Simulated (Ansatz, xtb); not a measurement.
**Ligand exchange: C3H7Br + SiH3I → C3H7I + SiH3Br**

Species: C3H7Br (1-bromopropane) `CCCBr`, singlet; SiH3I `[SiH3]I`, singlet; C3H7I (1-iodopropane) `CCCI`, singlet; SiH3Br `[SiH3]Br`, singlet. The partners trade Br for I: C–Br and Si–I bonds give way to C–I and Si–Br.

Shapes, held fixed at every level: PBE0-D4/def2-TZVP. Flexible molecules stand in one conformer, not always the lowest. Programs: Ansatz 0.2.0, xtb 6.7.1. Electronic energies: no zero-point or thermal term.

Estimate ΔE of this reaction.

The highest level, CCSD(T)/def2-TZVPP, gives ΔE = -16.9 kJ/mol; the levels span -17.8 to +7.8. They disagree on the sign: 1 of 9 are positive. The column of differences is taken from that level and isn't an error. No measured value is set beside it here. For atoms past krypton def2 sets carry core potentials with scalar relativity. Relativity is left out for Br. Outer-core shells of Br, I are correlated in most correlated rows, in sets that cover them unevenly.

```csv
level,kind,ΔE (kJ/mol),less CCSD(T)/def2-TZVPP
GFN0-xTB,semi-empirical,+7.8,+24.7
HF/def2-TZVPP,Hartree–Fock,-12.9,+4.0
PBE-D4/def2-TZVPP,GGA,-13.1,+3.8
r2SCAN-D4/def2-TZVPP,meta-GGA,-14.5,+2.4
wB97M-V/def2-TZVPP,range-separated hybrid,-15.0,+1.9
wB97X-V/def2-TZVPP,range-separated hybrid,-13.6,+3.3
MP2/def2-TZVPP,perturbation theory,-17.8,-0.9
CCSD/def2-TZVPP,coupled cluster or CI,-16.2,+0.7
CCSD(T)/def2-TZVPP,coupled cluster or CI,-16.9,0.0
```
